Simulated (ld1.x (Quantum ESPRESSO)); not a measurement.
Values are calculated unless marked as measured or tabulated.
Potentials for Li (Z = 3) compared

Generated with ld1.x 7.5 (TM, RRKJ, ultrasoft, PAW), atompaw 4.2 or ONCVPSP 4.0.1. The cutoff is in Ry: for ld1.x and atompaw files where the sum of valence levels is converged to 10 mRy in a Bessel basis, for ONCV files where the hardest occupied wave has 1 mHa per electron of residual kinetic energy. The error is the largest all-electron minus pseudo excitation energy over each file’s own four to seven test configurations (ionisations up to +4, promotions, holes and added fractions of an electron), all of which were solved. The labels leave out finer settings (local radius, basis sizes, second energies), which also bear on the numbers. Spin-polarised tests are not counted. The rows are a selection from randomly drawn settings: files with unsolved tests, undetermined cutoffs or missed reference levels are left out.

| potential | cutoff (Ry) | largest error (meV) | bound ghosts |
| --- | --- | --- | --- |
| ultrasoft, LDA (PZ), non-relativistic, rc 1.12/3.50 (sp), local smoothed, core correction no, reference 1s2 2s1 2p0 | 45 | +1058 | none |
| TM, Wu–Cohen, scalar-relativistic, rc 3.10/4.20/4.05 (spd), local d, core correction no, reference 2s0.5 2p0.5 | 6 | +4.0 | none |

Task: Fill in the row for Li: TM, revPBE, non-relativistic, rc 0.50/3.75/3.30 (spd), local smoothed, core correction no, reference 1s2 2s0 2p0.

Result: cutoff 260 Ry, largest error -2088 meV, bound ghosts: none.

Task: Fill in the row for Li: RRKJ, LDA (PZ), non-relativistic, rc 2.55/4.20 (sp), local s, core correction no, reference 2s1 2p0.

Result: cutoff 6 Ry, largest error +5.9 meV, bound ghosts: none.

Task: Fill in the row for Li: TM, BP86, non-relativistic, rc 2.30/4.20 (sp), local s, core correction yes, reference 2s0 2p1.

Result: cutoff 6 Ry, largest error -9.2 meV, bound ghosts: none.
